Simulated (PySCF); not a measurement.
A geometry optimisation on `CC[O][GeH3]`.

Method: PBE0-D3(BJ)/def2-SVP geometry optimisation, gas phase (PySCF 2.14.0). Start geometry: GFN2-xTB. The command runs a driver script over a list of jobs; the input below is this job's line of settings and its coordinates in Å.

Command:
```bash
OMP_NUM_THREADS=1 python probes_run.py task.json out
```

Input:
```
{"job": {"xc": "PBE0", "basis": "def2-SVP", "d3": "d3bj", "grid": 1, "shake": 0.01, "kind": "geom"}, "charge": 0, "multiplicity": 1}
C     -1.697880     0.687160     0.590760
C     -0.697530     0.025960    -0.306030
O      0.535260     0.031890     0.354290
Ge     2.086600    -0.623140    -0.233940
H     -2.691630     0.717060     0.087070
H     -1.801750     0.185690     1.528690
H     -1.397600     1.731750     0.791560
H     -0.989930    -0.994270    -0.521100
H     -0.613880     0.568350    -1.240990
H      2.450370     0.054960    -1.500800
H      1.900320    -2.104960    -0.475880
H      2.957340    -0.308750     0.917360
```

Output:
```
step   0  E = -2232.42987005  max force = 0.027046
step   1  E = -2232.43569950  max force = 0.006629
step   2  E = -2232.43616173  max force = 0.001875
step   3  E = -2232.43618555  max force = 0.000740
step   4  E = -2232.43619855  max force = 0.000362
optimisation converged
```

Energies in Eh; «max force» is the largest Cartesian gradient component in Eh/bohr.

Give the first gradient maximum in eV/Å.

With 1 Eh/bohr = 51.422 eV/Å, 1.391 eV/Å.

How much energy does the optimisation release, in eV?

E(step 0) − E(last step) = 0.006329 Eh, which is 0.172 eV.

Summary of the converged run: final energy -2232.43620 Eh after 4 steps; dipole 1.09 D.

How long does this job take on Arm Neoverse V1, one thread, no GPU (shared host)? And the peak memory of the process?

About 27 s, with 0.46 GiB resident at the peak, the Python interpreter and its libraries included.
Labels such as C1 count atoms from 1, the log's own numbers from 0.
